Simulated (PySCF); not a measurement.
Isomers of C6H13F, from PBE0-D3(BJ)/def2-SVP geometry optimisation, gas phase (PySCF). One conformer each, no zero-point energy, no frequencies.

Question: Which isomer lies lowest at this level?
A. `[CH3:1][CH2:2][C:3]([CH3:4])([F:5])[CH2:6][CH3:7]` with C1–C2–C3–C4 175°, C2–C3–C6–C7 -60°: A = 2683, B = 2333, C = 1745 MHz, dipole 1.73 D
B. `[CH3:1][CH:2]([CH3:3])[CH2:4][CH2:5][CH2:6][F:7]` with C1–C2–C4–C5 -61°, C2–C4–C5–C6 -172°, C4–C5–C6–F7 62°: A = 5196, B = 1146, C = 996.1 MHz, dipole 1.63 D
C. `[CH3:1][CH2:2][CH2:3][CH2:4][CH2:5][CH2:6][F:7]` with C1–C2–C3–C4 180°, C2–C3–C4–C5 180°, C3–C4–C5–C6 -178°, C4–C5–C6–F7 60°: A = 8494, B = 818.4, C = 783.4 MHz, dipole 1.63 D

Answer: A. That is (CH3CH2)2CFCH3 (`CCC(C)(CC)F`), 6.8 kcal/mol below the next.

```csv
SMILES,mapped SMILES,E (Eh),relative (kcal/mol),relative (kJ/mol),dipole (D)
CCC(C)(F)CC,[CH3:1][CH2:2][C:3]([CH3:4])([F:5])[CH2:6][CH3:7],-335.70428,0.0,0.0,1.73
CC(C)CCCF,[CH3:1][CH:2]([CH3:3])[CH2:4][CH2:5][CH2:6][F:7],-335.69337,6.8,28.6,1.63
CCCCCCF,[CH3:1][CH2:2][CH2:3][CH2:4][CH2:5][CH2:6][F:7],-335.69256,7.4,30.8,1.63
```
